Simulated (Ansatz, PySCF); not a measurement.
This triplet is an excited state, 1.86 eV above the relaxed singlet at the level frozen-core CCSD(T)/cc-pVTZ // PBE0-D3(BJ)/def2-TZVP (Ansatz, an electronic-structure program).

Cartesian coordinates (Å):
```xyz
5

N     -0.6704     0.1202    -0.1425
Ge     0.9805    -0.3508     0.5398
H     -1.2842    -0.6452    -0.3869
H     -1.1864     0.8130     0.3831
H      2.1605     0.0628    -0.3934
```
Charge 0, spin multiplicity 3.

### Question
What dipole moment, total energy and highest occupied spin orbital does PBE0-D3(BJ)/def2-TZVP (PySCF) give?

### Answer

- dipole moment = 1.50 D
- total energy = -2133.1818 Ha
- highest occupied spin orbital = -4.97 eV
